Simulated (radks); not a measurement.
Task: The mean radii <r> (bohr) of the occupied orbitals of an atom or ion are listed with their occupations. Method: Dirac Kohn-Sham, LDA (Slater exchange, Perdew-Wang correlation), spin-unpolarised, spherical densities, finite nucleus; Fermi nuclear charge, rms radius of each element as measured or else 0.836 A^(1/3) + 0.57 fm; computed with a radial shooting solver on a logarithmic mesh with Libxc functionals.

| orbital | occ. | <r> |
|---|---|---|
| 1s1/2 | 2 | 0.01660 |
| 2s1/2 | 2 | 0.06930 |
| 2p1/2 | 2 | 0.05694 |
| 2p3/2 | 4 | 0.06561 |
| 3s1/2 | 2 | 0.1803 |
| 3p1/2 | 2 | 0.1705 |
| 3p3/2 | 4 | 0.1864 |
| 3d3/2 | 4 | 0.1622 |
| 3d5/2 | 6 | 0.1670 |
| 4s1/2 | 2 | 0.3994 |
| 4p1/2 | 2 | 0.4012 |
| 4p3/2 | 4 | 0.4356 |
| 4d3/2 | 4 | 0.4425 |
| 4d5/2 | 6 | 0.4537 |
| 5s1/2 | 2 | 0.8944 |
| 4f5/2 | 6 | 0.4782 |
| 4f7/2 | 8 | 0.4848 |
| 5p1/2 | 2 | 0.9568 |
| 5p3/2 | 4 | 1.044 |
| 5d3/2 | 4 | 1.281 |
| 5d5/2 | 3 | 1.316 |

Name the element and its charge. Open shells, if any, fill j = l - 1/2 first.

Result: Z = 80, mercury, charge +5: Hg5+ in [Xe] 4f14 5d7. The 1s radius gives Z: for a bare nucleus <r> = (2 gamma + 1)/(2Z) with gamma = sqrt(1 - (Z/c)^2), 0.0164 bohr for Z = 80, and screening makes it slightly larger (0.01660 here). The occupations add up to 75, and the charge is Z minus that.
